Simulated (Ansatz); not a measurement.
`[NH2][Ge]([Cl])([Cl])[Cl]` + CH₄ → `[CH3][Ge]([NH2])([Cl])[Cl]` + HCl at 600 K and 1 bar (formal exchange of groups at a Ge–Cl bond).

Isolated molecules relaxed with PBE0-D4/def2-TZVP in Ansatz; ΔE leaves out vibrations. CCSD(T)/CBS is the MP2 limit (def2-TZVPP, def2-QZVPP) plus CCSD(T) − MP2 in def2-TZVPP, frozen cores. This one scheme is used for every species. For Ge outer-core shells are correlated without core-valence functions, which leaves a few kJ/mol of doubt a bond. Scalar relativity is left out up to krypton. Each species was taken in one conformer, which may not be the lowest.

```
                     species  CCSD(T)/CBS energy (Eh)  H − E (kJ/mol)  S (J/(mol·K))
 `[NH2][Ge]([Cl])([Cl])[Cl]`              -3511.50302           138.4          458.0
                         CH₄                -40.46206           140.4          215.7
`[CH3][Ge]([NH2])([Cl])[Cl]`              -3091.55637           239.5          489.7
                         HCl               -460.38127            35.4          207.2
```

H − E and S are ideal-gas, rigid-rotor, harmonic terms from PBE0-D4/def2-TZVP, for one conformer and one mirror image of each species. 1 Eh = 2625.50 kJ/mol, R = 8.31446 J/(mol·K).

Question: By hand: ΔE, ΔH, ΔS and ΔG.

Answer: ΔE = (-3091.55637) + (-460.38127) − (-3511.50302) − (-40.46206) = 0.02744 Eh = 72.0 kJ/mol. Δ(H − E) = 239.5 + 35.4 − 138.4 − 140.4 = -3.9, so ΔH = 68.1 kJ/mol. ΔS = 489.7 + 207.2 − 458.0 − 215.7 = 23.2 J/(mol·K). ΔG = 68.1 − 600 × (23.2)/1000 = 54.2 kJ/mol.

Question: By hand: the equilibrium constant, and the temperature at which ΔG would vanish if ΔH and ΔS stayed fixed.

Answer: log₁₀ K = −ΔG/(RT ln 10) = -4.7. ΔG = 0 at ΔH/ΔS = 2935 K, far beyond where these terms or the molecules hold.

ΔH outweighs TΔS. A doubt of 5 kJ/mol in ΔE shifts log₁₀ K by 0.4 here. Other conformers and mirror images would add mixing entropy, several J/(mol·K) or more a flexible species. Modes under 60 cm⁻¹, often nearly free rotors, make the harmonic entropy too high. These are equilibria of isolated gas molecules and say nothing of rates. Largest T1 diagnostic: 0.009 (customary marks: 0.02 for closed shells, 0.045 for open ones).
